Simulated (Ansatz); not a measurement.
Reaction (ligand exchange at a B–C bond): `BC(C)[SeH]` + `C[NH][ZnH]` → `B[N](C)[ZnH]` + `CC[SeH]`

Program: Ansatz. Geometries: PBE0-D4/def2-TZVP. ΔE: electronic, gas phase. CCSD(T)/CBS is the MP2 limit (def2-TZVPP, def2-QZVPP) plus CCSD(T) − MP2 in def2-TZVPP, frozen cores. Functionals use def2-TZVPP. B3LYP here is the variant with VWN-RPA as its local correlation; programs differ in this. For Se, Zn outer-core shells are correlated without core-valence functions, which leaves a few kJ/mol of doubt a bond. Scalar relativity is left out up to krypton. One conformer a species, not always the lowest.

**Question.** Is it downhill or uphill in electronic energy at CCSD(T)/CBS, and by how much? (Estimate.)

**Answer.** The calculation gave: Downhill: ΔE = -164.0 kJ/mol.

**Question.** What do these levels give: PBE-D4, r2SCAN-D4, ωB97X-V, ωB97M-V, r2SCAN, PBE0, B3LYP, MP2/def2-TZVPP, SCS-MP2/def2-TZVPP, CCSD(T)/def2-TZVPP, MP2/CBS(def2), CCSD/CBS(def2)? (An estimate is asked.)

**Answer.** The calculation gave: PBE-D4 -165.4, r2SCAN-D4 -167.1, ωB97X-V -161.3, ωB97M-V -164.1, r2SCAN -167.3, PBE0 -165.2, B3LYP -166.7, MP2/def2-TZVPP -168.2, SCS-MP2/def2-TZVPP -167.6, CCSD(T)/def2-TZVPP -169.2, MP2/CBS(def2) -163.0, CCSD/CBS(def2) -161.6 kJ/mol.

Largest T1 diagnostic among the species: 0.016.

In def2-TZVPP, CCSD(T) changes the Hartree–Fock value by −7.2 kJ/mol (the triples alone add −2.4 kJ/mol) and MP2 by −6.2 kJ/mol.
